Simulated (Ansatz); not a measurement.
C3H6BClO2 (`CB(Cl)OC(C)=O`) at its PBE0-D4/def2-TZVP geometry, where that method's forces vanish. Total charge 0; spin multiplicity 1.

```xyz
13

C    -1.4148   -1.4052    0.7680
B    -0.7881   -1.0537   -0.6081
Cl   -1.1886   -1.9961   -2.0449
O     0.1156   -0.0497   -0.8546
C     0.4084    0.9727    0.0044
C     1.7527    1.5486   -0.2944
O    -0.3489    1.3518    0.8448
H    -0.7618   -1.1583    1.6066
H    -1.7142   -2.4522    0.8203
H    -2.3160   -0.7955    0.9010
H     1.9582    2.3773    0.3780
H     1.7812    1.8855   -1.3326
H     2.5162    0.7748   -0.1885
```

(1) What forces (eV/Å) does PBE-D4/def2-TZVPP give on these atoms in Ansatz? (Estimate.)

Results:

(1) Ansatz gave: 
```
C1   0.048 -0.019 -0.084
B2  -0.185 -0.202  0.097
Cl3 -0.064 -0.139 -0.206
O4   0.156 -0.250 -0.584
C5   0.644  0.079 -0.291
C6   0.048  0.022 -0.014
O7  -0.795  0.450  0.907
H8   0.113  0.050  0.178
H9  -0.068 -0.199  0.025
H10 -0.171  0.109  0.046
H11  0.058  0.165  0.125
H12  0.039  0.070 -0.205
H13  0.175 -0.136  0.007
```
